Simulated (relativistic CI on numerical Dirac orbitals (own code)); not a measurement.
d8 in a ligand field

Computed with a parametric ligand-field model of a d^n configuration (Racah B and C, spin-orbit zeta, crystal field), exact diagonalisation.

Field parameters in Wybourne normalisation: D3d B²₀ = −7Dσ, B⁴₀ = −14Dq − 21Dτ, B⁴₃ = −14√(10/7) Dq; D4h B²₀ = −7Ds, B⁴₀ = 21(Dq − Dt), B⁴₄ = 21√(5/14) Dq; Oh B⁴₀ = 21Dq, B⁴₄ = √(5/14) B⁴₀; Td as Oh with Dq negative (B⁴₀ = 21Dq, B⁴₄ = √(5/14) B⁴₀). The field is a parameter set, without covalency.

(1) Ground term and bands for B = 770, C = 3930, ζ = 0 cm⁻¹, D3d, 10Dq = 20150, Dσ = -1200, Dτ = 220 cm⁻¹?

(2) A d8 ion in Oh symmetry has the ground term 3A2 and bands at 1E 5385 cm⁻¹ (1857 nm), 3T2 5500 cm⁻¹ (1818 nm), 3T1 8220 cm⁻¹ (1217 nm), 1A1 9125 cm⁻¹ (1096 nm), 1T2 10799 cm⁻¹ (926 nm), 3T1 12780 cm⁻¹ (782 nm). Which parameters reproduce them?

(3) A d8 ion in Oh symmetry has the ground term 3A2 and bands at 3T2 7000 cm⁻¹ (1429 nm), 1E 8859 cm⁻¹ (1129 nm), 3T1 11286 cm⁻¹ (886 nm), 1A1 14952 cm⁻¹ (669 nm), 1T2 15625 cm⁻¹ (640 nm), 3T1 18564 cm⁻¹ (539 nm). Which parameters reproduce them?

(4) Ground term and bands for B = 430, C = 1740, ζ = 0 cm⁻¹, D4h, 10Dq = 8800, Ds = 3000, Dt = 260 cm⁻¹?

(5) A d8 ion in Td symmetry has the ground term 3T1 and bands at 1T2 4480 cm⁻¹ (2232 nm), 1E 4535 cm⁻¹ (2205 nm), 1A1 10107 cm⁻¹ (989 nm), 3T2 10218 cm⁻¹ (979 nm), 3T1 14186 cm⁻¹ (705 nm), 3A2 21118 cm⁻¹ (474 nm). Which parameters reproduce them?

Results:

(1) Ground term 3A2 with 2.01 electrons in the two orbitals of the cubic e set. Spin-allowed: 3E 20790 cm⁻¹ (481 nm), 3A1 22044 cm⁻¹ (454 nm), 3A2 28260 cm⁻¹ (354 nm), 3E 29627 cm⁻¹ (338 nm). Lowest spin-forbidden: 1E 13789 cm⁻¹ (725 nm), 1A1 24352 cm⁻¹ (411 nm), 1E 34187 cm⁻¹ (293 nm).

(2) B = 300, C = 1540, ζ = 0 cm⁻¹, Oh, 10Dq = 5500 cm⁻¹.

(3) B = 590, C = 2210, ζ = 0 cm⁻¹, Oh, 10Dq = 7000 cm⁻¹.

(4) Ground term 1A1 with 2.02 electrons in the two orbitals of the cubic e set. Spin-allowed: 1A2 7956 cm⁻¹ (1257 nm), 1B1 10626 cm⁻¹ (941 nm), 1E 14131 cm⁻¹ (708 nm), 1A1 16812 cm⁻¹ (595 nm). Lowest spin-forbidden: 3B1 3816 cm⁻¹ (2621 nm), 3A2 4153 cm⁻¹ (2408 nm), 3E 7891 cm⁻¹ (1267 nm).

(5) B = 310, C = 1240, ζ = 0 cm⁻¹, Td, 10Dq = -10900 cm⁻¹.
